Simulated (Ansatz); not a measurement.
Species: C7H11, net charge 0, doublet state. It need not be the lowest isomer of its formula. SMILES: C=C1C[CH]CCC1
Structure (B3LYP-D3(BJ)/def2-TZVP (Ansatz, a program for electronic structure) minimum search):
```xyz
18

C      2.2426    -0.0057     0.7304
C      1.0982    -0.0168     0.0563
C      0.4037    -1.2979    -0.3462
C     -1.0503    -1.2732    -0.0070
C     -1.8300    -0.0288    -0.2468
C     -1.0701     1.2226     0.2174
C      0.3622     1.2348    -0.3344
H      2.7232     0.9235     1.0127
H      2.7400    -0.9234     1.0206
H      0.9001    -2.1612     0.0998
H      0.5196    -1.4104    -1.4413
H     -1.5637    -2.2065     0.1840
H     -2.0342     0.0803    -1.3271
H     -2.8076    -0.0850     0.2370
H     -1.0290     1.2354     1.3098
H     -1.6017     2.1231    -0.0989
H      0.3136     1.2964    -1.4294
H      0.9021     2.1166     0.0143
```
Charge 0, spin multiplicity 2.

Wanted: atomisation energy (electronic, to ground-state atoms), in kcal/mol. Valence correlation only, unless marked. UHF or UKS for open shells. No spin-orbit coupling. Non-relativistic unless marked X2C. The coupled-cluster limit lacks core correlation, which all-electron functionals hold. Basis-set limits of correlation are two-point, X^-3; Hartree-Fock from the larger set. The bracket is a focal-point correction in the basis named.

```tsv
level	program	atomisation energy (kcal/mol)	minus last row
BLYP/def2-TZVPD	Ansatz	1779.7	-27.0
revPBE/def2-TZVPD	Ansatz	1782.0	-24.7
r2SCAN/def2-TZVPD	Ansatz	1816.0	9.3
r2SCAN-D4/def2-TZVPD	Ansatz + dftd4	1818.7	12.0
B97M-V/def2-TZVPD	Ansatz	1811.4	4.7
PBE0-D4/def2-TZVPD	Ansatz + dftd4	1832.6	25.9
PBE0/def2-TZVPD	Ansatz	1824.0	17.3
PBE0/def2-QZVPP	Ansatz	1825.7	19.0
BHLYP-D4/def2-TZVPD	Ansatz + dftd4	1768.4	-38.3
r2SCAN0/def2-TZVPD	Ansatz	1798.6	-8.1
HSE06-D3(BJ)/def2-TZVPD	Ansatz + dftd3	1832.6	25.9
wB97X-V/def2-TZVPD	Ansatz	1810.6	3.9
PBE-QIDH/def2-TZVPD	Ansatz	1809.4	2.7
MP2/6-31G*	Ansatz	1688.3	-118.4
RI-MP2/CBS(cc-pVTZ,cc-pVQZ)	Ansatz	1831.3	24.6
CCSD/6-31G*	Ansatz	1652.7	-154.0
CCSD(T)/STO-3G	Ansatz	1882.9	76.2
CCSD(T)/6-31G*	Ansatz	1669.3	-137.4
CCSD(T)/cc-pwCVTZ	Ansatz	1768.0	-38.7
X2C-CCSD(T)/cc-pVTZ-DK	Ansatz	1765.5	-41.2
RI-MP2/CBS(cc-pVTZ,cc-pVQZ)+[CCSD(T)-MP2]/cc-pVTZ	Ansatz	1806.7	0.0
```
